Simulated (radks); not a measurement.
Q: All-electron atom: Tm3+ in [Xe] 4f12. Method: Dirac Kohn-Sham, PBE, spin-unpolarised, spherical densities, finite nucleus; open shells fill j = l - 1/2 first; Fermi nuclear charge, rms radius 5.2256 fm; computed with a radial shooting solver on a logarithmic mesh with Libxc functionals. Some entries of the table are withheld. Estimate them.

orbital  occ.  eigenvalue (eV)  <r> (bohr)
1s1/2       2        -59235.81     0.02001
2s1/2       2        -10016.25     0.08431
2p1/2       2        -9549.643     0.07008
2p3/2       4        -8569.525     0.07747
3s1/2       2        -2277.415         (1)
3p1/2       2              (2)      0.2103
3p3/2       4              (3)      0.2241
3d3/2       4        -1513.757      0.1973
3d5/2       6        -1468.537      0.2016
4s1/2       2        -475.6598      0.4974
4p1/2       2        -392.9117      0.5057
4p3/2       4        -346.1026      0.5375
4d3/2       4        -209.8385         (4)
4d5/2       6        -201.3013         (5)
5s1/2       2         -83.6821       1.208
5p1/2       2              (6)       1.344
5p3/2       4              (7)       1.442
4f5/2       6         -36.3329      0.7425
4f7/2       6         -35.0605      0.7558

A: 
(1) 3s1/2 <r> (bohr): 0.2205
(2) 3p1/2 eigenvalue (eV): -2071.831
(3) 3p3/2 eigenvalue (eV): -1864.892
(4) 4d3/2 <r> (bohr): 0.5637
(5) 4d5/2 <r> (bohr): 0.5749
(6) 5p1/2 eigenvalue (eV): -60.6460
(7) 5p3/2 eigenvalue (eV): -54.3952
